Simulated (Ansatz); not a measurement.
Calculated with Ansatz (gas phase, PBE0-D4/def2-TZVP geometries, no zero-point term in ΔE). CBS: MP2 limit from def2 TZ/QZ plus the TZ coupled-cluster correction, frozen cores. This one scheme is used for every species. Functionals use def2-TZVPP. B3LYP here is the variant with VWN-RPA as its local correlation; programs differ in this.

Consider the substitution at a C–F bond: `FC1(Cl)O[SiH2]1` + HCl → `ClC1(Cl)O[SiH2]1` + H–F.

`FC1(Cl)O[SiH2]1`:

```xyz
7

F     0.101    1.194    1.574
C     0.431    0.236    0.692
Cl    2.102   -0.239    0.969
O    -0.472   -0.828    0.698
Si   -0.502   -0.105   -0.831
H    -1.736    0.633   -1.165
H     0.076   -0.892   -1.937
```

HCl:

```xyz
2

Cl    0.502    0.293    0.267
H    -0.502   -0.293   -0.267
```

`ClC1(Cl)O[SiH2]1`:

Z-matrix (Å, degrees):
```
C
Cl 1 1.757
O 1 1.409 2 113.4
Cl 1 1.757 2 111.1 3 -129.1
Si 1 1.815 2 122.9 3 70.2
H 5 1.475 1 121.3 2 161.2
H 5 1.475 1 121.3 2 -2.7
```

H–F:

Cartesian coordinates in Å:
```
F 0.278 0.290 -0.224
H -0.278 -0.290 0.224
```

```
             level  ΔE (kcal/mol)  difference from CCSD(T)/CBS
         revPBE-D4           -0.1                          1.0
           ωB97X-V            2.8                          3.9
            B2PLYP            1.6                          2.7
              PBE0            2.0                          3.1
             B3LYP            3.5                          4.6
       HF/def2-SVP            9.4                         10.5
     HF/def2-TZVPP            5.8                          6.9
    MP2/def2-TZVPP           -2.4                         -1.3
SCS-MP2/def2-TZVPP           -0.6                          0.5
   CCSD/def2-TZVPP            1.6                          2.7
       CCSD(T)/CBS           -1.1                            0
```

Largest T1 diagnostic among the species: 0.014.

The D4 term adds −1.8 kcal/mol with B3LYP and −0.9 kcal/mol with PBE0; it sums over pairs of atoms, weighted by their polarisabilities, and B3LYP, whose exchange is more repulsive, gets the larger term. At CCSD(T), def2-SVP lies +6.7 kcal/mol from the extrapolated value and def2-TZVPP +1.9 kcal/mol. Leaving LDA and LC-ωPBE aside and taking each functional with its dispersion term where it has one, the values, not all of them listed here, spread over 3.7 kcal/mol, from revPBE-D4 to B97M-V.
